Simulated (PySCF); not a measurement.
**Br2 under electron impact: the energy ladder**

PBE in PySCF with def2-TZVPPD on every atom, for the lowest determinant that a PBE0 search found; no spin–orbit coupling.

| species | state (unpaired electrons) | Re (Å) | ωe (cm⁻¹) | energy of the minimum from the neutral (eV) | De (eV) | dissociates to |
| --- | --- | --- | --- | --- | --- | --- |
| Br2 | singlet (closed shell) | 2.308 | 316 | 0.00 | 2.50 | Br + Br |
| Br₂⁺ | doublet (π ↑) | 2.225 | 357 | 10.28 | 4.04 | Br⁺ + Br |
| Br₂⁻ | doublet (σ ↑) | 2.943 | 124 | -2.67 | 1.67 | Br + Br⁻ |

Q: Work out the lowest energy to break Br2 into atoms, from its vibrational ground state.

A: D0 = De − ωe/2 = 2.50 − 0.02 = 2.48 eV (PBE/def2-TZVPPD).

Q: Work out the ionisation energy of the Br atom at this level and the threshold of dissociative ionisation.

A: IE(Br) = 10.28 + 4.04 − 2.50 = 11.82 eV, so Br⁺ + Br + e⁻ appears at D0 + IE(Br) = 14.30 eV (PBE/def2-TZVPPD). The measured IE(Br) is 11.814 eV (NIST ASD).

Q: Work out the electron affinity of the Br atom and the threshold of dissociative attachment.

A: EA(Br) = 2.50 − 1.67 − (-2.67) = 3.50 eV, so Br + Br⁻ needs D0 − EA(Br) = -1.02 eV (negative: it is exothermic at zero electron energy) (PBE/def2-TZVPPD). The measured EA(Br) is 3.364 eV.

Q: At which energy does ion-pair formation open?

A: Br⁺ + Br⁻ lies at D0 + IE(Br) − EA(Br) = 10.80 eV (PBE/def2-TZVPPD).

These are thermodynamic thresholds; the onsets seen under electron impact lie higher where the geometry changes, and cross-sections peak well above them.

States were picked by a PBE0 search and need not be the measured ground states.
